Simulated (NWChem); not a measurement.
System: H₂S₂ cation, doublet; SMILES of the neutral closed-shell parent SS

```xyz
4

S      0.0478    -1.0029     0.0000
S     -0.0478     1.0029     0.0000
H     -1.3065    -1.1629     0.0000
H      1.3065     1.1629     0.0000
```
Atoms are numbered in this order, from 1.

Computed with NWChem. Spin-unrestricted. In the optimisation the excess spin sits in bg (C2h, its own frame). Geometry: optimised at PBE0/def2-SVP, spin-unrestricted. This spin state was assumed; another may lie lower. No stability test was run on the SCF state. Level M06-L/def2-SVP: energy and gradient on several grids; changes count from the extra-fine grid, which is no exact limit either.

Task: Which is the coarsest grid (coarse; medium; xcoarse; xfine; fine) from which on the energy stays within 100 μHa and each gradient component within 200 μHa/bohr of xfine?

Result: fine.
| grid | size of the energy change (μHa) | largest change of a gradient component (μHa/bohr) |
|---|---|---|
| xcoarse | 2000 | 2000 |
| coarse | 200 | 700 |
| medium | 10 | 500 |
| fine | < 10 | 70 |
| xfine | < 10 | < 30 |
